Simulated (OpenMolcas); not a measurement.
Ti3+ in a point-charge field

Ti3+ among 4 point charges of -3 e arranged as a tetrahedron (Td), 2.04 Å from the ion.

```yaml
Program: OpenMolcas 26.06
Method: "SS-CASPT2, IPEA 0.25 Eh, imaginary shift 0.1 Eh (closed shells correlated: 3s 3p)"
Basis: ANO-RCC-VDZP [5s4p2d1f]
Scalar_Hamiltonian: DKH2, point nucleus
Active_space: 1 electron in 5 orbitals (3d)
State_averaging: 2S+1 = 2 even, 5 roots
Spin-orbit_coupling: RASSI with atomic mean-field integrals over the reference wave functions
```

The lowest spin-free states (labels of Td), above the lowest:

| State | Degeneracy | E (cm-1) | Free-ion L (%) |
| --- | --- | --- | --- |
| 2E | 2 | 0 | D (100) |
| 2T2 | 3 | 2590 | D (100) |

The lowest levels with spin-orbit coupling:

```csv
E (cm-1),Degeneracy,Label,2S+1,g
0,4,Γ8,2,
2550,4,Γ8,2,
2730,2,Γ7,2,1.93 1.93 1.93
```

Powder χT (cm3 K/mol): 0.3 at 2 K, 0.303 at 10 K, 0.318 at 50 K, 0.338 at 100 K, 0.376 at 200 K, 0.415 at 300 K. The effective moment at 300 K is 2.828 √(χT) = 1.82 μB.

The lowest level has 2S+1 = 2, for which the spin-only value is χT = S(S+1) / 2 = 0.375 cm3 K/mol (g = 2). The computed 0.415 at 300 K differs by +0.040, through orbital momentum, spin-orbit coupling and any other state in reach.

The gap between the two states is 10Dq = -2594 cm-1 (negative for this site).

Roots that are degenerate in the reference are averaged as groups; the widest CASPT2 spread within a group is 110 cm-1 (the 3-fold group of multiplicity 2 near 2590 cm-1 above the lowest state of its run). Shifts and gaps below about the spread of the groups concerned are not significant. An orbital doublet at a regular site is open to a Jahn-Teller distortion, which this geometry leaves out. The ground term spreads over less than 5000 cm-1, several times less than with real ligands, so orbital moments are less quenched and χT lies further from the spin-only value than at real sites. Free-ion shares, where given, are those of the reference states; single-state CASPT2 does not remix them. This is an electrostatic model: the charges have no orbitals. No measured value stands beside these numbers.
